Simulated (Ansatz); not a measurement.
Born–Oppenheimer molecular dynamics of ClGeH$_{5}$S (8 atoms, charge 0, multiplicity 1). It starts at the highest image of a converged band. Of that band: Beside the main top the profile has a ripple of under 15 meV (maxima at images 1, 3), which may be a very shallow well or noise. Neighbouring images differ by up to 1.9 eV, so the band resolves the path poorly. A vibrational analysis at the climbing image gives one clearly imaginary mode, 1083i cm⁻¹: a first-order saddle point.

Computed with Ansatz, RKS PBE/def2-SVP.

```json
{"ensemble": "NVE (velocity Verlet)", "time step": "0.5 fs", "steps asked": "200", "starting velocities drawn for": "300 K", "seed": "9954"}
```

Frames 5 fs apart, positions in Å, forces in eV/Å.

Velocities at 20 fs (Å/ps):

```
Ge -1.05 4.27 0.69
H 34.79 -91.33 45.18
H 17.54 7.48 37.07
Cl 0.29 -2.35 0.15
H 8.87 -7.94 0.94
S 0.13 -1.29 -5.47
H -22.96 3.19 16.91
H 22.80 -95.56 19.05
```

```xyz
8
Properties=species:S:1:pos:R:3:forces:R:3 time_fs=20 energy_less_start_eV=-1.175 T=1815
Ge 0.051 0.293 -0.042 -0.35 1.33 2.25
H 1.163 -1.354 2.019 0.03 0.02 -0.01
H 1.323 -0.430 -0.536 0.07 0.20 -0.18
Cl -0.753 1.843 -1.301 -0.12 -0.13 -0.77
H -1.068 -0.686 0.472 0.24 0.28 -0.27
S 0.377 1.973 1.912 -0.18 -1.62 -1.18
H 1.489 2.443 1.298 0.20 0.14 -0.09
H 1.088 -0.579 2.035 0.11 -0.22 0.25
8
Properties=species:S:1:pos:R:3:forces:R:3 time_fs=25 energy_less_start_eV=-1.315 T=1996
Ge 0.046 0.316 -0.035 0.72 1.31 2.42
H 1.339 -1.818 2.242 -0.01 -0.01 -0.05
H 1.407 -0.365 -0.379 -0.21 0.28 -0.31
Cl -0.752 1.831 -1.303 -0.23 0.04 -1.02
H -1.006 -0.697 0.447 -0.20 -0.02 -0.09
S 0.375 1.960 1.882 -0.43 -1.69 -0.83
H 1.475 2.506 1.327 0.31 0.08 -0.26
H 1.211 -1.063 2.156 0.05 0.00 0.14
8
Properties=species:S:1:pos:R:3:forces:R:3 time_fs=30 energy_less_start_eV=-1.407 T=2115
Ge 0.042 0.344 -0.020 0.99 1.30 2.40
H 1.512 -2.283 2.454 0.00 -0.08 -0.02
H 1.451 -0.240 -0.294 -0.11 0.07 -0.42
Cl -0.752 1.819 -1.312 -0.36 0.22 -1.22
H -0.983 -0.709 0.399 -0.27 -0.12 0.01
S 0.369 1.934 1.845 0.71 -0.79 -1.06
H 1.513 2.574 1.302 -0.97 -0.70 0.26
H 1.347 -1.548 2.312 0.00 0.10 0.04
8
Properties=species:S:1:pos:R:3:forces:R:3 time_fs=35 energy_less_start_eV=-1.556 T=2307
Ge 0.042 0.376 0.004 0.46 0.71 2.08
H 1.683 -2.751 2.659 -0.04 0.12 -0.05
H 1.470 -0.100 -0.308 0.03 -0.19 -0.40
Cl -0.755 1.809 -1.329 -0.45 0.34 -1.28
H -1.009 -0.737 0.349 0.29 0.32 -0.04
S 0.367 1.900 1.802 -1.51 -1.72 0.48
H 1.403 2.524 1.301 1.19 0.51 -0.84
H 1.487 -2.026 2.482 0.04 -0.09 0.05
8
Properties=species:S:1:pos:R:3:forces:R:3 time_fs=40 energy_less_start_eV=-1.732 T=2534
Ge 0.044 0.410 0.034 0.95 0.50 0.80
H 1.851 -3.212 2.858 0.01 -0.04 0.00
H 1.483 0.000 -0.412 -0.32 -0.20 -0.11
Cl -0.761 1.801 -1.355 -0.50 0.36 -1.17
H -0.985 -0.706 0.295 0.05 -0.03 0.16
S 0.358 1.857 1.760 0.57 -0.05 0.09
H 1.445 2.518 1.167 -0.75 -0.59 0.23
H 1.630 -2.505 2.659 -0.01 0.06 -0.01
8
Properties=species:S:1:pos:R:3:forces:R:3 time_fs=45 energy_less_start_eV=-1.776 T=2590
Ge 0.049 0.446 0.066 0.68 -0.11 -0.88
H 2.018 -3.674 3.055 0.01 -0.04 0.01
H 1.431 0.052 -0.542 -0.20 -0.22 0.16
Cl -0.771 1.796 -1.389 -0.48 0.28 -0.89
H -0.949 -0.681 0.279 -0.18 -0.29 0.29
S 0.350 1.812 1.720 0.31 0.39 1.23
H 1.380 2.417 1.054 -0.13 -0.06 0.09
H 1.773 -2.979 2.839 -0.01 0.05 -0.01
8
Properties=species:S:1:pos:R:3:forces:R:3 time_fs=50 energy_less_start_eV=-1.581 T=2338
Ge 0.055 0.482 0.096 -0.78 -1.90 -2.55
H 2.184 -4.136 3.252 -0.04 0.10 -0.04
H 1.339 0.051 -0.638 0.24 -0.23 0.22
Cl -0.783 1.792 -1.429 -0.38 0.12 -0.50
H -0.941 -0.703 0.325 0.21 0.28 0.16
S 0.345 1.769 1.691 0.10 1.15 2.85
H 1.305 2.316 0.944 0.61 0.59 -0.18
H 1.915 -3.452 3.018 0.04 -0.10 0.04
8
Properties=species:S:1:pos:R:3:forces:R:3 time_fs=55 energy_less_start_eV=-1.301 T=1978
Ge 0.059 0.511 0.117 -1.05 -2.99 -4.27
H 2.349 -4.594 3.446 0.03 -0.08 0.03
H 1.292 -0.001 -0.679 0.16 -0.04 0.36
Cl -0.799 1.789 -1.472 -0.21 -0.11 -0.09
H -0.898 -0.676 0.411 -0.03 0.14 0.09
S 0.342 1.736 1.681 1.92 3.12 2.79
H 1.324 2.324 0.832 -0.78 -0.12 1.12
H 2.060 -3.929 3.200 -0.03 0.08 -0.03
8
Properties=species:S:1:pos:R:3:forces:R:3 time_fs=60 energy_less_start_eV=-1.290 T=1965
Ge 0.060 0.530 0.124 -0.97 -2.95 -4.73
H 2.515 -5.055 3.642 0.00 0.00 0.00
H 1.284 -0.063 -0.637 0.08 0.12 0.29
Cl -0.815 1.785 -1.516 0.02 -0.35 0.29
H -0.865 -0.619 0.520 -0.37 -0.18 0.03
S 0.350 1.725 1.694 0.32 2.36 4.41
H 1.228 2.344 0.925 0.92 0.98 -0.29
H 2.204 -4.403 3.380 0.00 0.00 0.00
8
Properties=species:S:1:pos:R:3:forces:R:3 time_fs=65 energy_less_start_eV=-1.558 T=2309
Ge 0.058 0.540 0.116 -1.23 -2.17 -3.34
H 2.681 -5.516 3.837 -0.04 0.08 -0.04
H 1.300 -0.102 -0.532 0.17 0.05 -0.04
Cl -0.832 1.779 -1.558 0.23 -0.55 0.57
H -0.903 -0.586 0.631 0.01 0.25 -0.27
S 0.364 1.733 1.736 1.23 2.70 2.52
H 1.258 2.532 1.022 -0.41 -0.27 0.56
H 2.347 -4.877 3.561 0.04 -0.08 0.04
8
Properties=species:S:1:pos:R:3:forces:R:3 time_fs=70 energy_less_start_eV=-1.784 T=2601
Ge 0.052 0.543 0.097 -0.65 -0.68 -1.73
H 2.845 -5.972 4.030 0.05 -0.09 0.04
H 1.349 -0.126 -0.432 -0.09 0.09 -0.17
Cl -0.847 1.769 -1.596 0.40 -0.68 0.74
H -0.949 -0.506 0.683 0.04 0.14 -0.33
S 0.386 1.760 1.799 0.67 1.63 1.25
H 1.238 2.691 1.211 -0.37 -0.51 0.23
H 2.492 -5.356 3.744 -0.05 0.09 -0.04
8
Properties=species:S:1:pos:R:3:forces:R:3 time_fs=75 energy_less_start_eV=-1.800 T=2621
Ge 0.043 0.544 0.072 0.16 0.91 -0.62
H 3.011 -6.432 4.225 -0.02 0.03 -0.02
H 1.378 -0.129 -0.373 -0.25 0.09 -0.24
Cl -0.859 1.755 -1.629 0.50 -0.70 0.80
H -0.996 -0.401 0.664 -0.29 -0.33 -0.08
S 0.411 1.797 1.872 -0.88 -0.71 0.84
H 1.170 2.782 1.433 0.77 0.74 -0.71
H 2.636 -5.830 3.925 0.02 -0.04 0.02
```

Of the whole run (100 fs, mean temperature of the second half 2276 K): The conserved energy stayed within 0.13 meV per atom of its start (net change 0.1 meV per atom), so the integration is sound. The kinetic energy rose, since the run started high on the potential surface and went downhill. It ends in pieces (ClGeH3S + H2), so much of that is their flight and rotation, not heat. A run of 0.1 ps of so small a system gives no equilibrium averages. The orbitals stay closed-shell, which can raise the energy where a bond breaks towards radicals; this wasn't checked here.

Run time: 92 s on 2 threads of AMD EPYC 9R45 96-Core Processor (Zen 5) (shared host), peak memory 0.15 GiB.
